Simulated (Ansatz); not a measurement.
CH4BrClSi, SMILES `C[SiH](Cl)Br`. Charge 0, multiplicity 1.

```xyz
8

C     0.9395    0.4457   -0.0444
Si   -0.7821   -0.2272   -0.0368
Cl   -0.9221   -1.7912   -1.3536
Br   -1.2979   -0.9450    1.9957
H     1.0183    1.2816    0.6545
H     1.6516   -0.3266    0.2520
H     1.1986    0.7963   -1.0464
H    -1.8059    0.7665   -0.4210
```

Question: List the harmonic frequencies (cm⁻¹, unscaled) at PBE0-D4/def2-TZVP in Ansatz. (Estimate.)

Answer: Computed: 147, 163, 176, 230, 412, 544, 672, 740, 756, 840, 891, 1278, 1439, 1441, 2264, 3055, 3144, 3152.

Question: Is this a minimum?

Answer: Yes, all 18 modes are real.

Question: Give the ideal-gas thermochemistry at 298.15 K and 1 bar (rigid rotor, harmonic oscillator; point group C1, symmetry number 1).

Answer: Zero-point energy 127.7 kJ/mol; H(298) − E = 146.4 kJ/mol; entropy 341.2 J/(mol·K), of which translation 172.1, rotation 118.2, vibration 51.0; G(298) − E = 44.6 kJ/mol.

Question: Rotational constants (cm⁻¹)?

Answer: 0.1338, 0.04939, 0.03849.
